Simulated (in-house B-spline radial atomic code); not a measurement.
Orbital energies and mean radii along the 44-electron series, configuration [Kr] 4d8. The effective charge is n√(-2ε), a non-relativistic measure. Computed with an all-electron radial atomic-structure program (B-spline basis): Dirac-Hartree-Fock, average of the configuration, finite nuclei.

| ion | Z | energy of 4p1/2 (Eh) | mean radius of 4p1/2 (bohr) | energy of 4s1/2 (Eh) | mean radius of 4s1/2 (bohr) | energy of 3p3/2 (Eh) | mean radius of 3p3/2 (bohr) | energy of 4d3/2 (Eh) | mean radius of 4d3/2 (bohr) | effective charge of 4p1/2 |
| --- | --- | --- | --- | --- | --- | --- | --- | --- | --- | --- |
| Rh+ | 45 | -2.7302 | 1.0714 | -3.998 | 0.98992 | -19.491 | 0.39172 | -0.71594 | 1.5096 | 9.3471 |
| Pd2+ | 46 | ? | ? | ? | ? | ? | ? | ? | ? | ? |
| Ag3+ | 47 | -4.2809 | 0.97327 | -5.7015 | 0.91198 | -23.471 | 0.36901 | -1.9115 | 1.2338 | 11.704 |
| Cd4+ | 48 | ? | ? | ? | ? | ? | ? | ? | ? | ? |
| In5+ | 49 | -6.1913 | 0.8892 | -7.776 | 0.84297 | -28.017 | 0.34869 | -3.4443 | 1.0649 | 14.076 |
| Sn6+ | 50 | -7.2667 | 0.8521 | -8.9362 | 0.8118 | -30.486 | 0.3393 | -4.3248 | 1.0004 | 15.249 |
| Sb7+ | 51 | -8.4189 | 0.81789 | -10.175 | 0.78266 | -33.081 | 0.33038 | -5.2779 | 0.94477 | 16.414 |
| Te8+ | 52 | -9.6464 | 0.78627 | -11.49 | 0.75541 | -35.8 | 0.32189 | -6.3021 | 0.896 | 17.569 |

Question: Fill in the row of Pd2+.

Answer: energy of 4p1/2 (Eh): -3.4556; mean radius of 4p1/2 (bohr): 1.0206; energy of 4s1/2 (Eh): -4.7979; mean radius of 4s1/2 (bohr): 0.94991; energy of 3p3/2 (Eh): -21.405; mean radius of 3p3/2 (bohr): 0.38004; energy of 4d3/2 (Eh): -1.2674; mean radius of 4d3/2 (bohr): 1.3511; effective charge of 4p1/2: 10.516.

Question: Fill in the row of Cd4+.

Answer: energy of 4p1/2 (Eh): -5.1948; mean radius of 4p1/2 (bohr): 0.9295; energy of 4s1/2 (Eh): -6.6964; mean radius of 4s1/2 (bohr): 0.87634; energy of 3p3/2 (Eh): -25.677; mean radius of 3p3/2 (bohr): 0.35858; energy of 4d3/2 (Eh): -2.6388; mean radius of 4d3/2 (bohr): 1.1411; effective charge of 4p1/2: 12.893.

Question: How does the screening of 4p1/2 change?

Answer: Z less the effective charge goes from 35.65 at Z = 45 to 34.43 at Z = 52.
